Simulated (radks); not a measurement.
The numbers below are computed, except where a source is named.
Problem. Code: a radial shooting solver on a logarithmic mesh with Libxc functionals. Model: non-relativistic Kohn-Sham, LDA (Slater exchange, VWN5 correlation), spin-polarised, spherical densities, point nucleus; open shells are filled with parallel spins first. Response by self-consistent Sternheimer equations with the Hartree and adiabatic LDA kernel. Rank Ca2+, Ca5+, Ca3+, Ca6+, Ca+, Ca, Ca4+ (NIST ground configurations) by static dipole polarisability, largest first.

Solution. Ca 148.6, Ca+ 69.02, Ca2+ 3.350, Ca3+ 2.548, Ca4+ 2.030, Ca5+ 1.685, Ca6+ 1.434 bohr^3.
